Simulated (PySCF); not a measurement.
A ladder of Hamiltonians for Rb(35+) (rubidium, charge +35)

Occupied: 1s1/2. Hartree-Fock calculated with PySCF 2.14 in an uncontracted even-tempered set (16 s from 4.8 bohr⁻², ratio 2.7; 12 p from 5.7 bohr⁻², ratio 2.7), Gaussian nucleus throughout. NR is non-relativistic, sf-X2C the spin-free one-electron X2C Hamiltonian, X2C adds the bare one-electron spin-orbit term, X2C-SNSO screens it by Boettger's factors, DC is four-component Dirac-Coulomb, and the Gaunt and Breit terms are added at first order (total energies over the DC spinors, levels after relaxing the spinors in that mean field). QED terms are absent. Levels marked empty are virtual spinors of this ion.

```json
{"Hamiltonian": "NR", "E (hartree)": "-1345.9618"}
{"Hamiltonian": "sf-X2C", "E (hartree)": "-1370.8832"}
{"Hamiltonian": "X2C", "E (hartree)": "-1370.8832"}
{"Hamiltonian": "X2C-SNSO", "E (hartree)": "-1370.8832"}
{"Hamiltonian": "DC", "E (hartree)": "-1371.2122"}
{"Hamiltonian": "DC+Gaunt", "E (hartree)": "-1370.5403"}
{"Hamiltonian": "DC+Breit", "E (hartree)": "-1370.5403"}
```

| level (eV) | NR | sf-X2C | X2C | X2C-SNSO | DC | DC+Gaunt | DC+Breit |
| --- | --- | --- | --- | --- | --- | --- | --- |
| 1s1/2 | -18001.1 | -18327.2 | -18327.2 | -18327.2 | -18336.0 | -18318.0 | -18318.0 |
| 2s1/2 (empty) | -4262.3 | -4358.9 | -4358.9 | -4358.9 | -4359.7 | -4357.8 | -4358.0 |
| 2p1/2 (empty) | -4194.4 | -4234.8 | -4288.0 | -4286.5 | -4285.9 | -4281.9 | -4282.5 |
| 2p3/2 (empty) | -4194.4 | -4234.8 | -4209.8 | -4210.4 | -4211.1 | -4209.0 | -4209.6 |
| 3s1/2 (empty) | -1873.1 | -1907.0 | -1907.0 | -1907.0 | -1907.3 | -1906.7 | -1906.8 |

Q: How large are the two-electron picture-change error of X2C and the Breit correction in the total energy?

A: X2C-1e lies 0.3290 hartree above Dirac-Coulomb; Gaunt adds 0.6719 and the full Breit term 0.6719 hartree.

| interval (eV) | X2C | X2C-SNSO | DC | DC+Gaunt | DC+Breit |
| --- | --- | --- | --- | --- | --- |
| 2p3/2 − 2p1/2 | 78.22 | 76.06 | 74.77 | 72.89 | 72.89 |

Weight of the small component: 1s1/2 0.0183, 2s1/2 0.00429, 2p1/2 0.00426, 2p3/2 0.00418, 3s1/2 0.00188.

Koopmans' value for the highest occupied level at DC+Breit: 18318.0 eV, against an ionisation energy of 18305.9 eV (theoretical estimate listed by NIST; NIST Atomic Spectra Database, ionization energies); the former lacks relaxation, correlation, QED and recoil.

The whole ladder took 43 s of wall time on 1 thread of Intel(R) Xeon(R) Platinum 8488C (shared host), launched as `OMP_NUM_THREADS=1 python relrun2.py TASK.json OUT` (a driver that calls PySCF for each Hamiltonian).
